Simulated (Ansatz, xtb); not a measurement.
Two isomers of C2H5FO2Si

Structure X: `CC(=O)O[SiH2]F`, a singlet. Structure Y: `O=CCO[SiH2]F`, a singlet. Both are isolated molecules in the gas phase, relaxed with PBE0-D3(BJ)/def2-SVP; the shapes shown needn't be the lowest conformers.

X (Å):

```xyz
11

C    -1.7784    1.0654    0.2689
C    -0.3632    0.9629    0.7339
F     2.7067    3.1894    0.3946
O     0.1086    0.0500    1.3730
O     0.4017    2.0012    0.3831
Si    2.0131    1.8346    0.9408
H    -2.3425    0.1823    0.5869
H    -1.7992    1.1596   -0.8267
H    -2.2339    1.9787    0.6789
H     2.0626    1.8668    2.4176
H     2.6797    0.6907    0.2836
```

Y (Å):

```yaml
atoms:
  - { symbol: C, position_ang: [-0.2261, -1.5183, 1.7854] }
  - { symbol: C, position_ang: [-0.2978, -0.2299, 0.9967] }
  - { symbol: F, position_ang: [1.0425, 2.1775, -0.9794] }
  - { symbol: O, position_ang: [-0.8842, -1.7306, 2.7640] }
  - { symbol: O, position_ang: [0.5604, -0.3068, -0.1051] }
  - { symbol: Si, position_ang: [0.5480, 0.6975, -1.4152] }
  - { symbol: H, position_ang: [0.5060, -2.2587, 1.3684] }
  - { symbol: H, position_ang: [-0.0215, 0.5999, 1.6743] }
  - { symbol: H, position_ang: [-1.3538, -0.0665, 0.7046] }
  - { symbol: H, position_ang: [1.5120, 0.1333, -2.3839] }
  - { symbol: H, position_ang: [-0.8381, 0.8468, -1.9331] }
```

Quicker runs give these differences E(Y) − E(X): GFN2-xTB +1.287 eV; HF/STO-3G +1.299 eV (at GFN2-xTB geometries); r2SCAN-D4/def2-SVP +1.341 eV (at GFN2-xTB geometries).

Problem. Estimate E(Y) − E(X) at the level CCSD(T)/def2-SVP + ΔMP2/def2-TZVPP.

Solution. Calculated at CCSD(T)/def2-SVP + ΔMP2/def2-TZVPP: E(Y) − E(X) = +1.184 eV, so structure X lies lower.

Level by level:

```tsv
level	geometry	E(Y) − E(X) (eV)	departure from the last row (eV)	job, with rough time for the two
GFN2-xTB	GFN2-xTB	+1.287	+0.102	optimisation, 0.36 s
HF/STO-3G	GFN2-xTB	+1.299	+0.115	single point, 0.76 s
r2SCAN-D4/def2-SVP	GFN2-xTB	+1.341	+0.156	single point, 4.5 s
PBE0-D3(BJ)/def2-SVP	PBE0-D3(BJ)/def2-SVP	+1.313	+0.128	optimisation, 1.9 min
HF/def2-SVP	PBE0-D3(BJ)/def2-SVP	+1.180	−0.004	part of the CCSD(T) run
MP2/def2-SVP	PBE0-D3(BJ)/def2-SVP	+1.291	+0.106	part of the CCSD(T) run
CCSD(T)/def2-SVP	PBE0-D3(BJ)/def2-SVP	+1.223	+0.038	single point
CCSD(T)/def2-SVP + ΔMP2/def2-TZVPP	PBE0-D3(BJ)/def2-SVP	+1.184		single point, 76 s
```

As drawn, both hold the same kinds of bond in the same numbers. Structure X has 1 methyl group, Y 0.

None of the levels shown reverses the order. The largest departure from CCSD(T)/def2-SVP + ΔMP2/def2-TZVPP is that of r2SCAN-D4/def2-SVP, 0.156 eV. The last row adds to CCSD(T) the change of the MP2 difference between the two basis sets, here −0.038 eV.

With thermal terms from frequencies at re-optimised GFN2-xTB minima (ideal gas, soft modes damped towards free rotors, one conformer each, 298.15 K, 1 atm): the zero-point term adds −0.031 eV; ΔH is +1.153 and ΔG +1.155 eV.

The correlated steps freeze 10 core orbitals. Codes used: Ansatz 0.2.0, xtb 6.7.1; the last row on 2 threads of Intel(R) Xeon(R) Processor @ 2.70GHz on a shared host.
